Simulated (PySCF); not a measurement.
Gas-phase reaction: InBr₃ + 2 H₂ = InH + 3 HBr

Computed with PySCF and rigid-rotor harmonic-oscillator thermochemistry at 1 bar. † marks an energy on the PBE0/def2-TZVP geometry and frequencies. MP2 and CCSD(T) freeze the core. All species are closed-shell singlets. In: scalar-relativistic def2 core potential, no spin-orbit coupling. Br: all electrons, no relativistic terms. InH: computed as isolated molecules; such fragments, hydroxides, amides, oligomers or adducts are transient or little studied in the gas. MP2 isn't extrapolated to the basis-set limit; its ΔH°(298 K) is 373.3 kJ in def2-SVP and 368.4 kJ in def2-TZVPP. CCSD(T) isn't extrapolated to the basis-set limit; its ΔH°(298 K) is 330.8 kJ in def2-SVP and 342.1 kJ in def2-TZVPP. The harmonic model lacks anharmonicity and excited electronic states, which grow with temperature; levels with a mode under 35 cm⁻¹ are left out. Soft modes under 120 cm⁻¹ make the harmonic entropy rough for InBr₃.

```
level                ΔE electronic, kJ  ΔH°(298 K), kJ  ΔS°(298 K), J/K  ΔG°(600 K), kJ
-------------------  -----------------  --------------  ---------------  --------------
BLYP/def2-TZVP†                    311             306              168             208
CCSD(T)/def2-TZVPP†                347             342              168             244
HF/def2-TZVP†                      356             352              168             254
MP2/def2-TZVPP†                    373             368              168             270
PBE/def2-TZVP†                     339             334              168             236
PBE0/def2-SVP†                     329             324              168             226
r2SCAN/def2-TZVP†                  379             374              168             276
LDA/def2-TZVP†                     353             348              168             250
ωB97X-V/def2-TZVP†                 369             365              168             267
```
ΔH° is lowest at BLYP/def2-TZVP† and highest at r2SCAN/def2-TZVP†. No reference value is set beside these.
